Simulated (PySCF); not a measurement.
**How methods differ on the fine-structure interval of Au⁴⁴⁺**

Au⁴⁴⁺ [Ar] 3d10 4s2 4p5 [4p1/2^2 4p3/2^3, M_J = 3/2] → Au⁴⁴⁺ [Ar] 3d10 4s2 4p5 [4p1/2^1 4p3/2^4, M_J = 1/2], as a difference of total energies. Computed with PySCF 2.14 in an uncontracted even-tempered set (16 s from 5.8 bohr⁻², ratio 2.8; 14 p from 7.5 bohr⁻², ratio 2.8; 8 d from 13 bohr⁻², ratio 2.8; 4 f from 35 bohr⁻², ratio 3), with the two-component X2C-1e Hamiltonian. Correlated levels: [Ne] frozen; the 78 highest virtual spinors dropped. "Screened" scales the spin-orbit matrix elements by Boettger's factors to mimic the two-electron term; Breit and QED terms are absent.

```csv
method,fine-structure interval (cm⁻¹)
GHF (screened spin-orbit),1079800
GMP2 (screened spin-orbit),1079200
GHF (bare spin-orbit),1111600
```
